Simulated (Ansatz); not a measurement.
The same path of C$_{2}$H$_{9}$AlOSi (14 atoms, charge 0, multiplicity 1) was run 3 times with different band settings. The coordinate that changes most is the dihedral Al2–O3–C4–H11.

These are results of RKS PBE-D4/6-31G (Ansatz 0.2.0), not measurements.

Relaxed end points:

```xyz
14
Properties=species:S:1:pos:R:3
C -2.060 -0.592 0.704
Al -0.319 -1.281 1.347
O 1.202 -0.791 0.640
C 1.833 0.020 -0.359
Si 0.666 1.331 -1.215
H -2.884 -1.003 1.313
H -2.238 -0.870 -0.351
H -2.104 0.511 0.761
H -0.106 -2.332 2.549
H 2.682 0.558 0.106
H 2.266 -0.635 -1.141
H 1.454 2.178 -2.199
H 0.052 2.239 -0.168
H -0.457 0.639 -1.959
```

```xyz
14
Properties=species:S:1:pos:R:3
C -2.055 -1.380 0.479
Al -0.488 -0.850 1.567
O 0.992 -0.297 0.787
C 1.382 -0.056 -0.585
Si 1.158 1.836 -0.972
H -2.788 -1.931 1.093
H -1.763 -2.023 -0.371
H -2.563 -0.492 0.060
H -0.362 -0.863 3.172
H 2.443 -0.340 -0.704
H 0.791 -0.658 -1.306
H 1.534 2.172 -2.406
H 2.007 2.660 -0.032
H -0.301 2.192 -0.753
```

Common settings: spring 5.0 eV/Å²; optimiser quadratic models (default); force threshold 0.05 eV/Å; end points relaxed.

| run | movable images | climbing image | start path | iteration limit |
| --- | --- | --- | --- | --- |
| 1 | 7 | yes | through a guess of the saddle point | 19 |
| 2 | 7 | yes | straight line | 11 |
| 3 | 8 | no | through a guess of the saddle point | 8 |

Question: What does each run give, and how far can it be trusted?

Answer: Run 1: converged after 19 iterations, highest image 0.002 eV above the first end. The top lies less than 8 meV above the higher end, about what the thresholds resolve: that end is a shoulder or a very shallow well. A vibrational analysis at the climbing image gives no mode beyond 40i cm⁻¹: the surface is too flat there to confirm a saddle point.
Run 2: converged after 5 iterations, highest image 0.002 eV above the first end. The top lies less than 8 meV above the higher end, about what the thresholds resolve: that end is a shoulder or a very shallow well. Another band between the same ends (7 images) ends at a top of the same energy, where a vibrational analysis finds no clearly imaginary modes.
Run 3: not converged after 8 iterations, highest image 0.028 eV above the first end. The band didn't meet its force threshold, so its energies are provisional: the largest band force was still 0.11 eV/Å, and over the last iterations the top moved between 0.03 and 0.07 eV.
Limits of this set-up: no polarisation functions.
